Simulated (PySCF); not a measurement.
Gas-phase reaction: 2 In(CH3)3 + C2H3 (vinyl) ⇌ 2 InCH3 + 3 C2H5

Energies from PySCF, thermal terms from the rigid-rotor harmonic-oscillator model, ideal gas at 1 bar. † marks an energy on the PBE0/def2-TZVP geometry and frequencies; other levels use their own. Open shells (unrestricted): C2H3 (vinyl) (multiplicity 2), C2H5 (multiplicity 2); the rest are closed-shell singlets. B3LYP is the form with VWN-RPA correlation. In: scalar-relativistic def2 core potential, no spin-orbit coupling. InCH3: computed as isolated molecules; such fragments, hydroxides, amides, oligomers or adducts are transient or little studied in the gas.

| level | ΔH°(298 K), kJ |
|---|---|
| B3LYP/def2-TZVP† | ___ |
| M06-2X/def2-TZVP† | 225 |
| PBE/def2-TZVP† | ___ |
| PBE0/def2-SVP† | 157 |
| PBE0/def2-TZVP | ___ |
| LDA/def2-TZVP† | 284 |

Q: Fill in the missing entries.

A: 
- B3LYP/def2-TZVP†, ΔH°(298 K), kJ: 146
- PBE/def2-TZVP†, ΔH°(298 K), kJ: 188
- PBE0/def2-TZVP, ΔH°(298 K), kJ: 185
